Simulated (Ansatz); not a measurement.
Born–Oppenheimer molecular dynamics of a periodic cell of 36 atoms, H$_{4}$CS (contents 3 C2H4 + 6 SH2, density as packed 0.61 g/cm³ with natural masses). It goes on from the last frame of an earlier run, with new velocities.

All numbers below come from DFT PBE-D3(BJ), scalar-relativistic, plane waves, PAW (Ansatz 0.2.0). Settings: cutoff 420 eV, k mesh 1x1x1, fermi-dirac smearing 0.02 eV, no spin polarisation.

* ensemble: NPT, Langevin
* time step: 0.5 fs
* steps asked: 280
* set temperature: 1500 K
* friction: 0.005 /fs
* masses: H 2.014 u
* pressure: 20 GPa
* seed: 276899

First frame:

```xyz
36
Lattice="9.2357 0.0000 0.0000 0.0000 9.2357 0.0000 0.0000 0.0000 9.2357" Properties=species:S:1:pos:R:3
C 0.575 8.498 2.091
C 0.971 9.255 3.012
H -0.494 8.253 1.692
H 1.125 7.714 1.735
H 0.363 9.910 3.588
H 2.051 9.495 3.246
C 8.804 2.648 1.034
C 8.153 3.779 1.188
H 8.211 1.780 0.780
H 9.760 2.354 1.495
H 6.974 3.888 1.086
H 8.498 4.728 1.527
C 2.753 3.315 3.744
C 2.445 4.165 2.847
H 1.910 2.532 4.015
H 3.558 3.421 4.449
H 1.357 4.201 2.416
H 2.881 5.120 2.649
S 5.404 8.900 6.111
H 6.496 9.589 6.340
H 6.185 8.185 5.049
S 8.519 3.073 6.194
H 9.974 3.272 6.571
H 8.079 3.644 7.485
S 2.815 5.850 6.117
H 3.362 4.721 6.203
H 2.476 5.845 7.376
S 6.282 5.488 3.957
H 5.320 5.288 5.053
H 5.275 5.548 2.977
S 1.471 0.423 8.554
H 2.031 1.455 7.880
H 0.744 -0.169 7.641
S 5.456 9.101 1.585
H 5.211 10.304 0.816
H 6.275 8.961 0.601
```

(1) What does the run give?

(2) What happens to the structure?

(3) How do temperature and energy run in time?

Results:

(1) The run went to its last step.

| Item | Value |
| --- | --- |
| steps done | 280 |
| time covered | 140 fs |
| mean temperature over the second half | 3313 K |
| spread of the potential energy over the second half | 231.2 meV per atom |
| mean potential energy of the second half above the start | 986.9 meV per atom |
| mean pressure over the second half | 80.8 GPa |

The conserved energy stayed within 0.48 meV per atom of its start (net change 0.14 meV per atom), so the integration is sound. The mean temperature of the second half is 121 % above the set value. A run of 0.14 ps of so small a system gives no equilibrium averages. Limits of this set-up: coarse k mesh. The cell's volume went from 788 to 200 Å³.

(2) Mean squared displacements from the first frame to the last, about the centre of mass, the cell's change included: C 5.60 Å², H 9.71 Å², S 4.22 Å². The details hang on the random start.

(3) 
```
time (fs)  T (K)  potential energy less start (eV)  conserved less start (meV/atom)  P (GPa)  volume (Å³)
      0.0   1458                             0.000                             0.00      1.0        787.8
      7.0   1467                             0.493                            -0.02      0.4        775.7
     14.0   1434                             0.721                            -0.15      0.0        741.2
     21.0   1558                             0.482                            -0.19      1.2        686.9
     28.0   1765                             1.293                            -0.19      1.8        620.4
     35.0   1388                             3.282                             0.03      1.6        549.5
     42.0   1768                             3.149                             0.01      4.9        479.4
     49.0   2080                             4.444                             0.01      9.0        414.5
     56.0   1835                             8.444                             0.14      9.1        356.6
     63.0   2152                            10.773                            -0.02     19.9        306.3
     70.0   2154                            16.858                             0.23     32.7        264.5
     77.0   2494                            22.711                             0.17     41.3        230.4
     84.0   3162                            27.658                             0.21     61.7        203.4
     91.0   3039                            36.972                             0.28     79.8        183.6
     98.0   3724                            40.861                             0.18     90.6        170.3
    105.0   4800                            40.790                            -0.11    117.2        162.6
    112.0   3739                            46.071                             0.36    108.9        160.6
    119.0   3426                            44.285                             0.15    109.6        163.4
    126.0   3061                            39.965                             0.25     90.9        171.6
    133.0   2831                            34.942                             0.20     66.0        184.2
    140.0   3185                            26.247                             0.14     50.6        200.4
```

Time of the run: 13 min on 1 thread of Arm Neoverse V1 (shared host), peak memory 0.62 GiB.
